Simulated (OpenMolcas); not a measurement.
I2+: effect of the IPEA shift

* Program: OpenMolcas 26.06
* Basis: ANO-RCC-VTZP [7s6p4d2f1g]
* Scalar Hamiltonian: DKH2, point nucleus
* Active space: 3 electrons in 3 orbitals (5p)
* State averaging: 2S+1 = 4 odd, 1 root; 2S+1 = 2 odd, 8 roots
* Spin-orbit coupling: state interaction with AMFI integrals over the reference wave functions, term energies averaged over their components

Methods on the same reference wave functions:
A. CASSCF
B. SS-CASPT2, IPEA 0 Eh, imaginary shift 0.1 Eh (closed shells correlated: 4d 5s)
C. SS-CASPT2, IPEA 0.25 Eh, imaginary shift 0.1 Eh (closed shells correlated: 4d 5s)

Energies in cm⁻¹ above 5s² 5p³ ⁴S°_3/2.

```json
{"Level": "5s² 5p³ ⁴S°_3/2", "A": "0.0", "B": "0.0", "C": "0.0"}
{"Level": "5s² 5p³ ²D°_3/2", "A": "15987", "B": "12750", "C": "12680"}
{"Level": "5s² 5p³ ²D°_5/2", "A": "18642", "B": "15480", "C": "15430"}
{"Level": "5s² 5p³ ²P°_1/2", "A": "30139", "B": "25670", "C": "25510"}
{"Level": "5s² 5p³ ²P°_3/2", "A": "34064", "B": "29940", "C": "29810"}
```

Between B and C the level of the table that moves most is 5s² 5p³ ²P°_1/2, by 160 cm-1 (lowest in C, highest in B). Moves below CASPT2's spread within the term are not significant.

From A to B the spin-free energies of the other terms of 5s² 5p³ shown, above ⁴S°, scale by factors of 0.80 to 0.84.

The lowest spin-free term lies below A's lowest term by 0.531 hartree in B, 0.519 hartree in C.

Term energies are means over components that CASPT2 splits; among the terms shown or strongly mixed into the levels shown the widest spread is 120 cm-1 (5s² 5p³ ²D°, C). With the s shell closed, the reference lacks s² → p² mixing. Only configurations of the active space appear.

° marks odd parity.
